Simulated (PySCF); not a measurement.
# What a mistake does to a calculation on BH8NSi2

These are calculations, not measurements. The program is PySCF 2.14.0, an open-source quantum chemistry code, run on an isolated molecule that a program drew, which may never have been made. The molecule is BH8NSi2 (charge 0, singlet), drawn as the SMILES string `N[SiH2]B[SiH3]`.

Each row is a Hartree-Fock (HF) and frozen-core CCSD(T) single point in the cc-pV(D+d)Z basis, meant for a local HF minimum. Run 1 is clean. Each other run has one planted mistake out of seven kinds, and not every kind appears here: one electron removed, one electron added, multiplicity raised by two, geometry at a saddle point, minimal basis STO-3G, one bond length entered in bohr, all coordinates scaled. The reference is restricted for singlets and unrestricted otherwise, and also for a bond in bohr. Adding or removing an electron swaps singlet and doublet. Electrons count all cores. HOMO and LUMO are orbital energies over both spins, the gradient is its largest component, and the lowest frequency (negative if imaginary) is given only where the gradient is small. Bond lengths are over the 11 bonds as drawn. T1 is the CCSD diagnostic: over 0.02 (restricted) or 0.045 (unrestricted) a single reference is doubtful.

Geometry of the clean run:
```xyz
12
BH8NSi2, angstrom
N    -2.8705   -1.2950   -1.0067
Si   -2.0918    0.2499   -0.9901
B    -0.2390    0.1243   -0.1647
Si    1.3339    1.3509   -0.6002
H    -3.7550   -1.3857   -1.4728
H    -2.8783   -1.8356   -0.1612
H    -2.0611    0.7323   -2.3925
H    -2.7957    1.3085   -0.2008
H    -0.0357   -0.7189    0.6703
H     0.9533    2.5460   -1.3939
H     2.3121    0.5627   -1.3975
H     2.0106    1.8172    0.6372
```

```
run  electrons  basis functions  <S^2>  HOMO (eV)  LUMO (eV)  gradient (hartree/bohr)  lowest frequency (cm^-1)  mean bond (Å)  longest bond (Å)      T1  HF (hartree)  CCSD(T) (hartree)                 mistake
  1         48              114  0.000     -10.24       1.10                  1.4e-05                        45         1.4957             2.042  0.0122    -661.65054         -662.18961                no fault
  2         48               36  0.000      -7.86       6.17                  3.6e-02                         -         1.4957             2.042  0.0070    -653.95245         -654.16870    minimal basis STO-3G
  3         47              114  0.773     -15.52      -7.81                  7.5e-02                         -         1.4957             2.042  0.0963    -661.31737         -661.84996    one electron removed
  4         48              114  0.000     -10.31       1.22                  5.8e-02                         -         1.4104             1.925  0.0120    -661.61186         -662.14611  all coordinates scaled
  5         48              114  2.022      -7.67      -1.36                  2.6e-02                         -         1.4957             2.042  0.0193    -661.55136         -662.08735                       ?
  6         49              114  0.761      -1.19       8.09                  4.8e-02                         -         1.4957             2.042  0.0116    -661.64969         -662.20878                       ?
```

**Which mistake was planted in run 5, and what did it cost?**

Electrons, basis and geometry are unchanged, and <S^2> is 2.022, beside S(S+1) = 2.00 for a multiplicity of 3. So the mistake is: multiplicity raised by two. Subtracting run 1 and multiplying by 627.51 kcal/mol a hartree, the energy moved by 62.2 kcal/mol in HF and 64.2 kcal/mol in CCSD(T).

**Which mistake was planted in run 6, and what did it cost?**

It counts 49 electrons, one more than the clean run, at the same geometry and basis. So the mistake is: one electron added. Subtracting run 1 and multiplying by 627.51 kcal/mol a hartree, the energy moved by 0.5 kcal/mol in HF and -12.0 kcal/mol in CCSD(T).

Cautions from the logs. Run 3: T1 is over the limit, so its CCSD(T) energy is less reliable.
